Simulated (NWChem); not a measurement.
disilazane (Si2NH7); SMILES [SiH3]N[SiH3]

Program: NWChem. Pople sets run with spherical d functions. All runs use the structure optimised with PBE0/def2-SVP. Ions are spin-unrestricted doublets at the neutral geometry; other ion states weren't tried.

```tsv
level	vertical ionisation energy, ΔSCF (eV)	−ε(HOMO) (eV)	ΔSCF minus −ε(HOMO) (eV)
B3LYP/6-31G*	9.33	7.00	2.33
PBE/6-31G*	9.06	5.89	3.17
Hartree-Fock/6-31G*	…	…	…
LDA (Slater exchange, VWN5)/6-31G*	9.13	5.94	3.19
r2SCAN/6-31G*	9.22	6.24	2.98
```

Task: What belongs in the gaps?

Result: 
- Hartree-Fock/6-31G*, vertical ionisation energy, ΔSCF (eV): 8.59
- Hartree-Fock/6-31G*, −ε(HOMO) (eV): 10.63
- Hartree-Fock/6-31G*, ΔSCF minus −ε(HOMO) (eV): -2.04
